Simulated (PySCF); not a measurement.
Relaxation of singlet [SiCl5]-

These are results of B3LYP/[Si def2-SVPD, Cl def2-SVPD], no relativity, density fitting, PySCF, not measurements. A (50,194) grid was used.

A hand-made trigonal bipyramidal start, of D3h symmetry, held to at least that symmetry:

Coordinates in bohr (charge -1 multiplicity 1):
```
Si    0.0000    0.0000    0.0000
Cl    0.0000    0.0000    4.0629
Cl    0.0000    0.0000   -4.0629
Cl    4.0630    0.0000    0.0000
Cl   -2.0314    3.5186    0.0000
Cl   -2.0315   -3.5186    0.0000
```

Optimiser trace:
```json
{"step": "0", "E − E(last) (kJ/mol)": "8.56", "largest gradient (Eh/bohr)": "0.02013"}
{"step": "1", "E − E(last) (kJ/mol)": "2.05", "largest gradient (Eh/bohr)": "0.00881"}
{"step": "2", "E − E(last) (kJ/mol)": "0.19", "largest gradient (Eh/bohr)": "0.00169"}
{"step": "3", "E − E(last) (kJ/mol)": "0.03", "largest gradient (Eh/bohr)": "0.00085"}
{"step": "4", "E − E(last) (kJ/mol)": "0.00", "largest gradient (Eh/bohr)": "0.00028"}
{"step": "5", "E − E(last) (kJ/mol)": "0.00", "largest gradient (Eh/bohr)": "0.00007"}
```

It ends at D3h with Si–Cl 2.144 Å (×3), Si–Cl 2.244 Å (×2); Cl–Si–Cl 90.0° (×6), Cl–Si–Cl 120.0° (×3), Cl–Si–Cl 180.0°. The frequency run here used a shortcut that can spoil soft modes, so no verdict on minimum or saddle point is given. Other isomers or separated fragments may lie lower.

Final geometry:
```xyz
6
charge -1 multiplicity 1, angstrom
Si    0.0000    0.0000    0.0000
Cl    0.0000    0.0000    2.2445
Cl    0.0000    0.0000   -2.2445
Cl    2.1441    0.0000    0.0000
Cl   -1.0720    1.8568    0.0000
Cl   -1.0721   -1.8568    0.0000
```

The relaxation took of the order of 6 core-minutes on a shared host.
